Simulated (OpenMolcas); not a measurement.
## Multiplet structure of As2+

* Program: OpenMolcas
* Method: SS-RASPT2, IPEA 0.25 Eh, imaginary shift 0.1 Eh (closed shells correlated: 3d)
* Basis: ANO-RCC-VQZP [7s6p4d2f1g]
* Scalar Hamiltonian: DKH2, point nucleus
* Active space: 3 electrons in 9 orbitals (RAS2 4s 4p; RAS3 4d, at most 2 electrons)
* State averaging: 2S+1 = 4 odd, 1 root; 2S+1 = 2 odd, 11 roots; 2S+1 = 4 even, 3 roots; 2S+1 = 2 even, 9 roots
* Spin-orbit coupling: state interaction with AMFI integrals over the reference wave functions, term energies averaged over their components

With spin-orbit coupling, above the lowest level:

| Configuration | Term | J | E (cm⁻¹) | Measured (cm⁻¹) | g | Term weight % | Second |
| --- | --- | --- | --- | --- | --- | --- | --- |
| 4s² 4p | ²P° | 1/2 | 0.0 | 0.0 | 0.666 | 100 |  |
| 4s² 4p | ²P° | 3/2 | 2571 | 2940 | 1.334 | 100 |  |
| 4s 4p² | ⁴P | 1/2 | 62678 |  | 2.669 | 100 |  |
| 4s 4p² | ⁴P | 3/2 | 63658 |  | 1.734 | 100 |  |
| 4s 4p² | ⁴P | 5/2 | 65113 |  | 1.600 | 100 |  |
| 4s 4p² | ²D | 3/2 | 83343 | 85309 | 0.801 | 100 |  |
| 4s 4p² | ²D | 5/2 | 83521 | 85630 | 1.202 | 100 |  |
| 4s 4p² | ²S | 1/2 | 107028 | 107806 | 1.965 | 97 | 3 ²P |
| 4s 4p² | ²P | 1/2 | 114846 | 113938 | 0.705 | 97 | 3 ²S |
| 4s 4p² | ²P | 3/2 | 116315 | 115425 | 1.334 | 100 |  |

Against the 6 measured excited levels shown (Moore, Atomic Energy Levels, vol. II, NSRDS-NBS 35 (1971 reprint of NBS Circular 467, 1952)) the mean absolute deviation is 1200 cm-1; the largest miss in energy is 4s 4p² ²D_5/2: computed 83521, measured 85630 cm⁻¹ (-2.5 %), and the largest in proportion 4s² 4p ²P°_3/2 (-12.5 %).

Spin-orbit coupling puts the lowest level 1715 cm⁻¹ below the lowest spin-free term.

Active for correlation alone: 4d; no level in the range computed is led by a configuration that fills it, so any true level of that kind is missing. Some terms mix strongly with configurations of 4d, whose occupation reaches 0.18 (4s 4p² ²D). Computed and measured levels are paired by configuration, term and J; levels that our copy of the source lacks, or whose pairing is in doubt (as where it misses far off the trend of its configuration), stay unpaired and out of the deviations. Only configurations of the active space appear. The first state left out of the spin-orbit step lies near 150000 cm-1 above the lowest spin-free state of the reference (among the parities and spins computed), and the list stops at four fifths of that energy or lower.

The term weight is that of the spin-free term in the level, not the purity of its configuration. ° marks odd parity.
